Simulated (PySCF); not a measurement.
A GIAO shielding run with PySCF (density fitting, non-relativistic, gas phase) on SMILES C#C[SiH2][C@@H]1C[SiH2]S[SiH2]1, C₄H₁₀SSi₃:

```
$ OMP_NUM_THREADS=1 python probes_run.py task.json out

{"job": {"kind": "nmr", "xc": "PBE0", "basis": "pcSseg-1"}, "charge": 0, "multiplicity": 1}
C      3.649474    -0.511732    -1.010169
C      2.732688     0.241800    -0.816035
Si     1.294392     1.361897    -0.495548
C     -0.026401     0.330514     0.414102
C     -0.460892    -0.880615    -0.423812
Si    -1.925592    -1.791575     0.384236
S     -3.047386    -0.185629     1.273945
Si    -1.552707     1.332946     0.952609
H      4.457063    -1.164333    -1.182562
H      1.727775     2.481037     0.345773
H      0.769523     1.826622    -1.784498
H      0.435099    -0.049810     1.333794
H      0.384377    -1.555545    -0.571193
H     -0.761317    -0.546106    -1.420566
H     -2.788587    -2.456339    -0.581489
H     -1.496091    -2.683975     1.456470
H     -2.046450     2.219323    -0.097807
H     -1.353726     2.037837     2.211094
```

Hardware: 1 thread of an Arm Neoverse N1, shared host. The job also computes population analyses, field gradients, ring-centre shieldings.

Question: How large is the calculation?

Answer: 92 electrons, 214 basis functions and 1204 auxiliary functions.

Question: How long does it take, and how much memory does it need?

Answer: 79 s of wall time, with 14 SCF cycles and 5 response iterations; peak memory 0.95 GiB. Times on a shared host scatter by some tens of per cent.
